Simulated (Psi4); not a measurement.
Psi4 input (wB97X-D/6-31G*):

```
memory 1500 MB

molecule {
-1 1
C    -1.40200846   -0.06372100   -0.07884553
C    -0.83433440   -1.40913212   -0.05532326
C     0.49524471   -1.42546253    0.01897867
C     1.29915314   -0.11273744    0.07200857
S     0.10258685    1.25806178    0.01344965
H    -1.94183446    0.17935240   -0.99729568
H    -2.04109697    0.16848289    0.77654600
H     1.09880002   -2.33585798    0.04717445
H     1.89794005   -0.04271835    0.98912731
H     1.99647189   -0.03192885   -0.77165710
symmetry c1
no_reorient
no_com
}

set {
  basis 6-31G*
  reference rks
  scf_type pk
  dft_radial_points 99
  dft_spherical_points 590
  e_convergence 1e-8
  d_convergence 1e-7
  maxiter 150
}

e = energy('wb97x-d')
print_out(f'\nFINAL {e:.10f} DIPOLE {variable("CURRENT DIPOLE")[0]:.6f} {variable("CURRENT DIPOLE")[1]:.6f} {variable("CURRENT DIPOLE")[2]:.6f}\n')
```

From the output:

```
      16A     -0.311731    17A     -0.308491    18A     -0.241251
      19A     -0.232400    20A     -0.183879    21A     -0.109383
      22A     -0.090721    23A     -0.041774

    Virtual:

      24A      0.290935    25A      0.331544    26A      0.338072
      27A      0.379022    28A      0.394455    29A      0.402623
      30A      0.426853    31A      0.447686    32A      0.494748
      33A      0.569589    34A      0.631694    35A      0.672330
      36A      0.674350    37A      0.689188    38A      0.724422
      39A      0.792602    40A      0.817718    41A      0.846501
      42A      0.883277    43A      0.897515    44A      0.920807
      45A      0.928763    46A      0.945328    47A      0.983238
      48A      1.005125    49A      1.065157    50A      1.069827
      51A      1.125059    52A      1.145147    53A      1.154255
      54A      1.186862    55A      1.197623    56A      1.219417
      57A      1.232284    58A      1.253254    59A      1.273659
      60A      1.293393    61A      1.341039    62A      1.471286
      63A      1.664613    64A      1.717182    65A      1.740835
      66A      1.883494    67A      1.896446    68A      1.944819
      69A      2.054945    70A      2.137560    71A      2.278627
      72A      2.291505    73A      2.360558    74A      2.365640
      75A      2.421742    76A      2.464586    77A      2.576787
      78A      2.579037    79A      2.683177    80A      2.780017
      81A      2.801912    82A      2.829407    83A      3.160873
      84A      3.219808    85A      4.229468    86A      4.432320
      87A      4.497658    88A      4.611899    89A      4.768530

    Final Occupation by Irrep:
              A
    DOCC [    23 ]
    NA   [    23 ]
    NB   [    23 ]

  @RKS Final Energy:  -553.47660700570088

   => Energetics <=

    Nuclear Repulsion Energy =            202.1093136992928692
    One-Electron Energy =               -1169.3137872948811946
    Two-Electron Energy =                 448.6532888149217797
    DFT Exchange-Correlation Energy =     -34.9225147698936453
    Empirical Dispersion Energy =          -0.0029074551407387
    VV10 Nonlocal Energy =                  0.0000000000000000
    Total Energy =                       -553.4766070057008847

Computation Completed

Properties will be evaluated at   0.000000,   0.000000,   0.000000 [a0]

Properties computed using the SCF density matrix

 Multipole Moments:

 ------------------------------------------------------------------------------------
     Multipole            Electronic (a.u.)      Nuclear  (a.u.)        Total (a.u.)
 ------------------------------------------------------------------------------------

 L = 1.  Multiply by 2.5417464519 to convert [e a0] to [Debye]
 Dipole X            :          0.5417161            0.0000001            0.5417163
 Dipole Y            :          0.6523730            0.0000001            0.6523730
 Dipole Z            :          0.0343113            0.0000002            0.0343115
 Magnitude           :                                                    0.8486603

 ------------------------------------------------------------------------------------

FINAL -553.4766070057 DIPOLE 0.541716 0.652373 0.034311

*** Psi4 exiting successfully. Buy a developer a beer!
```

The dipole moment of an ion depends on the origin.

The geometry given is a B3LYP-D3(BJ)/def2-TZVP minimum.
